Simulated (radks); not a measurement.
Problem. Species: Al6+. Configuration: [He] 2s2 2p3. Method: scalar-relativistic Kohn-Sham, LDA (Slater exchange, Perdew-Wang correlation), spin-polarised, spherical densities, finite nucleus; open shells are filled with parallel spins first; Fermi nuclear charge, rms radius 3.061 fm; computed with a radial shooting solver on a logarithmic mesh with Libxc functionals. Some entries of the table are withheld. Estimate them.

orbital  occ.  eigenvalue (hartree)  r(max) (bohr)  <1/r> (bohr^-1)
1s up       1                   (1)        0.07864            12.59
1s down     1                   (2)        0.07851            12.63
2s up       1              -9.35059         0.4702            2.599
2s down     1              -8.92423         0.4755            2.543
2p up       3              -8.13820         0.3894            2.520
2p down     0              -7.65282         0.3963            2.469

Solution. 
(1) 1s up eigenvalue (hartree): -62.00920
(2) 1s down eigenvalue (hartree): -61.76893
